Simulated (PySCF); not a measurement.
**Correlation energy of B (boron, neutral)**

[He] 2s1 2p1 3d1, one real determinant (an excited configuration). Calculation: PySCF 2.14, in aug-cc-pVTZ-DK (5s4p3d2f, 46 functions); the spin-free X2C one-electron Hamiltonian (Gaussian nucleus). Frozen: 1s2; 3 electrons correlated.

```tsv
level	correlation energy (mhartree)
CCSD	-11.00
(T)	-0.22
CCSD(T)	-11.22
```

Diagnostics: T1 = 0.0083, D1 = 0.0183, largest double amplitude 0.077.

The real determinant used has ⟨L²⟩ near 8 against 12 for a pure F term, so it mixes terms. The outer electron is Rydberg-like, and this basis confines it to a smaller radius and binds it less than a complete one would.

Cost of the coupled-cluster step: roughly 2.3 core-seconds, for 3 correlated electrons.

The reference is one real determinant that mixes LS terms of this configuration.
